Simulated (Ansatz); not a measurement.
Species: SnOFH, charge 0, singlet. SnOFH (SMILES [F][Sn][OH]).
B3LYP-D3(BJ)/def2-TZVP minimum from Ansatz (a program for electronic structure):
```
O
H 1 0.9657
Sn 1 1.9800 2 114.64
F 3 1.9665 1 95.04 2 0.00
```
Charge 0, spin multiplicity 1.

Total energies in def2-TZVPP, 18 correlated electrons, 11 frozen orbitals. UHF or UKS for unpaired electrons; spin-orbit terms are left out. Correlated methods leave the cores frozen (noble-gas shells, and filled d and f shells in the p block). Past Kr the def2 sets carry scalar-relativistic core potentials. Spin-orbit terms, left out, reach several kcal/mol for Br and I, and more for heavier atoms.

| method | program | energy (Eh) | minus CCSDT(Q) (mEh) |
|---|---|---|---|
| HF | Ansatz | -388.38779 | 612.20 |
| MP2 | Ansatz | -388.97456 | 25.42 |
| CCSD | Ansatz | -388.97779 | 22.20 |
| CCSD(T) | Ansatz | -388.99840 | 1.59 |
| CCSDT(Q) | Ansatz | -388.99999 | 0.00 |

Rough core times of Ansatz's runs on a shared machine: CCSD(T) under 20 s, CCSDT(Q) 20 min.
